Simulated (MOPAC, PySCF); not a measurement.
System: CH4NO, charge 1, multiplicity 1. SMILES: O=C[NH3+]
Geometry: optimised at B3LYP-D3(BJ)/def2-TZVP (Ansatz).

Unscaled harmonic wavenumbers (cm⁻¹) in rising order, each level at the stationary point that it reaches from this structure (no distance between atoms moves by over 0.3 Å); the order of modes can differ between levels, and a negative number is imaginary. B3LYP-D3(BJ)/def2-TZVP (PySCF, at the structure above): 122, 476, 658, 811, 1043, 1082, 1345, 1450, 1625, 1634, 1938, 3091, 3346, 3436, 3443.

AM1 (MOPAC): 213, 509, 900, 1009, 1125, 1126, 1218, 1621, 1642, 1657, 2072, 3046, 3183, 3212, 3335. Zero-point energy 37.0 against 36.5 kcal/mol; where all levels lie over 400 cm⁻¹, the wavenumbers are on average 1.054 times those of B3LYP-D3(BJ)/def2-TZVP.

PM3 (MOPAC): 313, 465, 746, 848, 1035, 1039, 1097, 1574, 1723, 1737, 2000, 2873, 3351, 3395, 3536. Zero-point energy 36.8 against 36.5 kcal/mol; where all levels lie over 400 cm⁻¹, the wavenumbers are on average 1.008 times those of B3LYP-D3(BJ)/def2-TZVP.

PM7 (MOPAC): 200, 486, 725, 876, 1067, 1087, 1180, 1552, 1561, 1579, 1920, 2590, 2599, 2622, 2699. Zero-point energy 32.5 against 36.5 kcal/mol; where all levels lie over 400 cm⁻¹, the wavenumbers are on average 0.947 times those of B3LYP-D3(BJ)/def2-TZVP.
